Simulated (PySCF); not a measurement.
**Nuclear quadrupole coupling in `C=Cn1nncc1C(C)=O`**

C6H7N3O.
SMILES with atom numbers: `[CH2:1]=[CH:2][n:3]1[n:4][n:5][cH:6][c:7]1[C:8]([CH3:9])=[O:10]` (hydrogens: H11, H12 on C1; H13 on C2; H14 on C6; H15, H16, H17 on C9)

Cartesian coordinates in Å at the GFN2-xTB level; atoms count from 1:
```xyz
17
C6H7N3O angstrom
C     -3.1678   -0.6175    0.0654
C     -1.8736   -0.6597   -0.2093
N     -0.9662    0.2266    0.3671
N     -1.3455    1.1640    1.2227
N     -0.3244    1.8381    1.6000
C      0.7689    1.3569    0.9950
C      0.3917    0.2978    0.1767
C      1.1863   -0.5673   -0.6955
C      2.6603   -0.2537   -0.7049
O      0.7061   -1.4621   -1.3572
H     -3.5673    0.1107    0.7498
H     -3.8498   -1.3108   -0.3905
H     -1.4196   -1.3673   -0.8868
H      1.7346    1.7819    1.1735
H      3.0682   -0.3549    0.2985
H      2.8213    0.7692   -1.0382
H      3.1702   -0.9399   -1.3760
```

Field gradients from the PBE0/pcSseg-1 density (PySCF, non-relativistic), principal values in atomic units, ordered |Vxx| ≤ |Vyy| ≤ |Vzz|:

```csv
atom,Vxx,Vyy,Vzz
N3,0.1081,0.3604,-0.4685
N4,0.2611,0.8255,-1.0865
N5,0.5645,0.5722,-1.1366
O10,0.6135,1.3769,-1.9904
```

**Question.** Find the asymmetry η = (Vxx − Vyy)/Vzz and the couplings χ = eQV/h (234.96 MHz × Q in barn × V in au), with Q(14N) = 0.02044 b, Q(17O) = −0.0256 b.

**Answer.** 
```
atom             environment  nucleus     η  χzz (MHz)  χxx (MHz)  χyy (MHz)
  N3   pyrrole-type nitrogen      14N  0.54     -2.250      0.519      1.731
  N4  pyridine-type nitrogen      14N  0.52      -5.22       1.25       3.96
  N5  pyridine-type nitrogen      14N  0.01      -5.46       2.71       2.75
 O10           ketone oxygen      17O  0.38      11.97      -3.69      -8.28
```

The gradient is axial or nearly so (η below 0.05) at N5. The tensor is traceless: Vxx + Vyy + Vzz = 0.

**Question.** What is Vzz at N3 in SI units (1 au = 9.71736 × 10²¹ V/m²)?

**Answer.** -0.4685 au = -4.552 × 10²¹ V/m².

**Question.** And the gradient at the other heavy atoms, for which no coupling is worked out here?

**Answer.** 
```json
{"atom": "C1", "environment": "terminal =CH2 carbon", "Vzz (au)": "0.328", "η": "0.15"}
{"atom": "C2", "environment": "vinylic carbon bearing nitrogen", "Vzz (au)": "-0.393", "η": "0.12"}
{"atom": "C6", "environment": "aromatic CH next to a ring nitrogen", "Vzz (au)": "0.215", "η": "0.75"}
{"atom": "C7", "environment": "substituted aromatic carbon", "Vzz (au)": "-0.234", "η": "0.44"}
{"atom": "C8", "environment": "ketone carbonyl carbon", "Vzz (au)": "0.501", "η": "0.21"}
{"atom": "C9", "environment": "methyl carbon next to a carbonyl", "Vzz (au)": "0.075", "η": "0.90"}
```

**Question.** What couplings would deuterons (Q(2H) = 0.00286 b) have in place of the hydrogens, at this geometry?

**Answer.** 
```csv
atom,bonded to,bond length (Å),Vzz (au),η,χzz (kHz)
H11,C1,1.076,0.3307,0.04,222
H12,C1,1.074,0.3408,0.05,229
H13,C2,1.080,0.3050,0.09,205
H14,C6,1.070,0.3445,0.07,232
H15,C9,1.088,0.3117,0.03,209
H16,C9,1.088,0.3116,0.03,209
H17,C9,1.087,0.3114,0.01,209
```

Geometry: GFN2-xTB, one conformer, isolated molecule. GFN2-xTB bond lengths can be off by several hundredths of an ångström, more for odd bonds, and the gradients follow them. These gradients aren't converged with respect to the basis.

The run behind these numbers computed NMR shieldings as well. The run took about 1.6 min of CPU time (one thread, shared machine).
